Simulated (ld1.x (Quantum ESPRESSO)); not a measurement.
**osmium, TM: configuration errors across variants**

osmium (Os), norm-conserving Troullier–Martins (Kleinman–Bylander form), made with ld1.x (Quantum ESPRESSO) 7.5 (PBE, scalar-relativistic). Core [Xe] 4f14, reference 5d6 6s1.75 6p0.25. Waves: 6p (bound): rc 3.70 bohr; 5d (bound): rc 1.40 bohr; 6s (bound): rc 2.25 bohr. Local part: the s channel. Core correction: none.

All-electron excitation energies from the reference (eV): (1) 5d6 6s2 6p0 -1.228; (2) 5d6 6s1 6p0 8.348; (3) 5d6 6s0 6p0 25.263; (4) 5d6 6s1.5 6p0 2.685; (5) 5d5 6s2 6p1 4.876; (6) 5d5 6s2 6p0 9.850; (7) 5d5 6s0 6p0 54.109.

3 further variants failed, have other tests or another functional or relativity, and are left out.

Errors AE − PS in meV (a dash: test not solved or not reliable):

| change | (1) | (2) | (3) | (4) | (5) | (6) | (7) | bound ghosts |
| --- | --- | --- | --- | --- | --- | --- | --- | --- |
| base | +0.6 | -0.1 | +31 | -1.1 | -57 | -40 | +20 | none |
| core correction a·sin(br)/r model core inside 1.34 bohr | +0.3 | -11 | -53 | -2.5 | -90 | -66 | -165 | none |
| all radii scaled by about 1.18 (s 2.64, p 4.36, d 1.64 bohr) | +0.8 | -1.4 | +27 | -1.5 | -43 | -42 | +6.8 | none |
| wave 5d (bound): rc 1.40 bohr becomes 5d (bound): rc 1.36 bohr | +0.6 | -0.1 | +31 | -1.1 | -57 | -40 | +20 | none |
| local potential all-electron potential smoothed inside 3.05 bohr (lloc = -1) | +0.6 | -0.3 | +30 | -1.1 | -46 | -32 | +29 | none |

**Question.** Give the same row for: wave 6p (bound): rc 3.70 bohr becomes 6p (bound): rc 4.80 bohr.

**Answer.** +1.0, -2.9, +24, -2.0, -34, -47, +2.9; bound ghosts: none.
